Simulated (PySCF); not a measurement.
PySCF 2.14 output of an unrestricted r2SCANh calculation on a single atom or ion in aug-cc-pV(Q+d)Z with one added diffuse shell each of s, p, d, f, g type (8s7p6d4f3g, 114 functions), with no relativity, point nucleus:

```
SCF conv_tol = 1e-09
number electrons alpha = 9  beta = 6
    M. Bursch, H. Neugebauer, S. Ehlert, and S. Grimme.,  J. Chem. Phys. 156, 134105 (2022)
cycle= 1 E= -458.776270640008  delta_E= -0.00182  |g|= 0.0121  |ddm|= 0.243
cycle= 2 E= -458.776280310689  delta_E= -9.67e-06  |g|= 0.00239  |ddm|= 0.0556
cycle= 3 E= -458.776280780862  delta_E= -4.7e-07  |g|= 0.000169  |ddm|= 0.00895
cycle= 4 E= -458.776280787014  delta_E= -6.15e-09  |g|= 1.74e-05  |ddm|= 0.000896
cycle= 5 E= -458.776280787138  delta_E= -1.24e-10  |g|= 8.74e-07  |ddm|= 6.26e-05
converged SCF energy = -458.776280787138  <S^2> = 3.7504477  2S+1 = 4.0002238
```

The run itself started from symmetry-adapted Hartree-Fock orbitals and held the occupation by maximum overlap, on a logarithmic radial grid, so the iterations belong to that start.

Question: Which element, charge and spin multiplicity is this?

Answer: Cl²⁺ (chlorine, charge +2), multiplicity 4; the state was [Ne] 3s2 3p3, high-spin 4S determinant.
